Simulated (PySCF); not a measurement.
B(F)(OMe)2 (C2H6BFO2), SMILES O(C)B(OC)F.

Geometry optimised at ωB97X-D3(BJ)/def2-SVP. One conformer was computed; it need not be the lowest.

Two levels are set side by side: TDA-PBE/def2-SVPD (PySCF) and TDA-PBE0/def2-SVPD (PySCF). Vertical, same geometry. The lowest singlet is HOMO→LUMO 100 % with PBE and HOMO→LUMO 97 % with the other functional; states are paired by order. Differences are taken from unrounded values.

| quantity | TDA-PBE |
|---|---|
| lowest singlet excitation (eV) | 6.69 |
| lowest triplet excitation (TDA) (eV) | 6.60 |
| first bright state (f over 0.05) (eV) | 8.09 |
| its oscillator strength | 0.13 |

Task: These are the TDA-PBE values. What does TDA-PBE0 give? (Estimate from the structure and the level; the computed values follow.)

Result: 
| quantity | TDA-PBE0 | TDA-PBE minus TDA-PBE0 |
|---|---|---|
| lowest singlet excitation (eV) | 7.67 | -0.98 |
| lowest triplet excitation (TDA) (eV) | 7.53 | -0.93 |
| first bright state (f over 0.05) (eV) | 8.99 | -0.90 |
| its oscillator strength | 0.16 | -0.04 |

A lower first singlet is the usual sign of a functional without exact exchange. Differences between two approximate levels are no errors against the true value.

Rough cost on one machine, each run with all the roots and properties that it gave: TDA-PBE0 against TDA-PBE about 3 times.
